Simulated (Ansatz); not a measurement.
Reaction (ligand exchange at the Sn–F bond): `[F][SnH3]` + CH₃NH₂ → `C[NH][SnH3]` + H–F

Computed with Ansatz on PBE0-D4/def2-TZVP structures; ΔE is electronic, products minus reactants. CCSD(T)/CBS adds triple-zeta CCSD(T) − MP2 to the extrapolated MP2 energy (def2 sets, frozen cores). This one scheme is used for every species. Functionals use def2-TZVPP. B3LYP here is the variant with VWN-RPA as its local correlation; programs differ in this. Elements past krypton have def2 core potentials. For Sn outer-core shells are correlated without core-valence functions, which leaves a few kJ/mol of doubt a bond.

```tsv
level	ΔE (kcal/mol)	difference from CCSD(T)/CBS
LDA (SPW92)	14.5	-0.1
B97M-V	19.7	5.1
B3LYP-D4	17.4	2.8
CAM-B3LYP-D4	18.3	3.7
ωB97M-V	17.2	2.6
PBE-QIDH	15.2	0.6
PBE	17.8	3.2
revPBE	18.7	4.1
r2SCAN0	17.5	2.9
RPA@PBE/def2-TZVPP	14.5	-0.1
HF/def2-SVP	21.2	6.6
SCS-MP2/def2-TZVPP	14.8	0.2
MP2/def2-QZVPP	13.4	-1.2
SCS-MP2/def2-QZVPP	15.3	0.7
HF/CBS(def2)	21.5	6.9
MP2/CBS(def2)	13.3	-1.3
CCSD(T)/CBS	14.6	0
```

(1) What do rigid-rotor, harmonic-oscillator terms from PBE0-D4/def2-TZVP frequencies (298.15 K, 1 bar) make of the CCSD(T)/CBS value? (Best estimate.)

Largest T1 diagnostic among the species: 0.014.

## Answers

(1) Computed: ΔZPE = -1.9 kcal/mol, ΔH = +13.5 kcal/mol, ΔS = -6 J/(mol·K), ΔG = +13.9 kcal/mol.

The D4 term adds −2.2 kcal/mol with B3LYP and −1.2 kcal/mol with PBE0; it sums over pairs of atoms, weighted by their polarisabilities, and B3LYP, whose exchange is more repulsive, gets the larger term. From BLYP to BHLYP (50 % exact exchange), in def2-TZVPP and without D4, ΔE moves by −0.9 kcal/mol.
